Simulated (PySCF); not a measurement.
Members of one family of related compounds. The calculation used TDDFT CAM-B3LYP/def2-SVPD, vertical, gas phase, core orbitals frozen in the response in PySCF 2.14.0, density-fitted response routines. Geometries: PBE0-D3(BJ)/def2-SVP; one conformer of each isolated species. Triplets are in the Tamm–Dancoff approximation.

Question: Rank by computed lowest singlet excitation energy, highest first.
A. `[BH2-]1OC=C(c2ccco2)C=[O+]1`
B. `C1(C=[O+][BH2-]OC=1)OCC`
C. `CC(C)C1=CO[BH2-][O+]=C1`
D. `[BH2-]1OC=C(C2CC2)C=[O+]1`

Answer: C (3.80 eV), B (3.53 eV), D (3.35 eV), A (3.11 eV).

| SMILES | S1 (eV) | T1 (eV) | first f ≥ 0.01 (nm) | f (S1) | α (au) | S1 mainly |
| --- | --- | --- | --- | --- | --- | --- |
| CC(C)C1=CO[BH2-][O+]=C1 | 3.80 | 2.57 | 327 | 0.042 | 93.0 | H→L (97%) |
| CCOC1=CO[BH2-][O+]=C1 | 3.53 | 2.10 | 352 | 0.058 | 87.6 | H→L (96%) |
| [BH2-]1OC=C(C2CC2)C=[O+]1 | 3.35 | 2.12 | 370 | 0.039 | 90.9 | H→L (98%) |
| [BH2-]1OC=C(c2ccco2)C=[O+]1 | 3.11 | 2.04 | 399 | 0.030 | 109.5 | H→L (94%) |

H and L stand for HOMO and LUMO.

- `CC(C)C1=CO[BH2-][O+]=C1`: Löwdin shares by element: HOMO oxygen 32%, carbon 21% or more, boron 11% (atoms not listed hold the other 36%); LUMO carbon 50% or more, oxygen 29% (atoms not listed hold the other 20%).
- `CCOC1=CO[BH2-][O+]=C1`: Löwdin shares by element: HOMO oxygen 49%, carbon 19% or more (atoms not listed hold the other 32%); LUMO carbon 51% or more, oxygen 30% or more (atoms not listed hold the other 19%).
- `[BH2-]1OC=C(C2CC2)C=[O+]1`: Löwdin shares by element: HOMO oxygen 28%, carbon 20% or more, boron 10% (atoms not listed hold the other 43%); LUMO carbon 50% or more, oxygen 30% (atoms not listed hold the other 20%).
- `[BH2-]1OC=C(c2ccco2)C=[O+]1`: Löwdin shares by element: HOMO carbon 53% or more (atoms not listed hold the other 47%); LUMO carbon 50% or more, oxygen 30% or more (atoms not listed hold the other 20%).
